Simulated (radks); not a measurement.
Fractional charge and spin in the 6s shell of tungsten: the spin-up occupation runs from 0 to 1 and the spin-down occupation from 0 to 1; the fullest corner is W, [Xe] 4f14 5d(up 2, down 2) 6s(up 1, down 1). Method: scalar-relativistic Kohn-Sham, LDA (Slater exchange, Perdew-Wang correlation), spin-polarised, spherical densities, point nucleus; computed with a radial shooting solver on a logarithmic mesh with Libxc functionals. Energy (eV) minus the two flat planes that join the four corners (they meet along the diagonal where the two added fractions sum to one electron); zero is where a piecewise linear energy would lie.

down \ up       0    0.25     0.5    0.75       1
0           0.000  -0.646  -0.860  -0.643   0.000
0.25       -0.646  -0.812  -0.554   0.126  -0.585
0.5        -0.860  -0.554   0.167  -0.507  -0.776
0.75       -0.643   0.126  -0.507  -0.739  -0.578
1           0.000  -0.585  -0.776  -0.578   0.000

Corners above the fullest one (they belong to W+ and the next ion): (up 1, down 0) 8.958 eV, (up 0, down 1) 8.958 eV, (up 0, down 0) 25.144 eV. With half an added electron in each spin the energy lies 0.167 eV from the planes, and with half an added electron in spin up alone -0.860 eV. The planes are only a guide here: the flat-plane condition holds for ground states with one frontier orbital, while this shell lies below other occupied shells, so the corners above the fullest one are inner-hole states and not the ground states of those ions.
